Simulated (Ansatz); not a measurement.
Ansatz (a first-principles code) input:

Ansatz 0.2 input:
```yaml
crystal:
  periodic: [false, false, false]
  atoms:
    - {symbol: Ti, position_ang: [-0.11257395, -0.20278300, -0.08679594]}
    - {symbol: O, position_ang: [1.63600569, -0.43091635, -0.31880993]}
    - {symbol: F, position_ang: [-0.49439265, -0.18170779, 1.57541563]}
    - {symbol: F, position_ang: [-0.68465386, 1.06043632, -1.07986116]}
basis:
  gaussian:
    orbitals: def2-SVPD
total_charge: 1
magnetization: {spin_polarized: true, initial_magnetization: 1}
correlation: {method: ccsd_t, electrons: outside_noble_gas}
```

Which total energy does the run end on?

-1122.31751 Eh (CCSD(T)/def2-SVPD). The basis has 103 functions.

The spin state was set by rule; other spins were not relaxed.
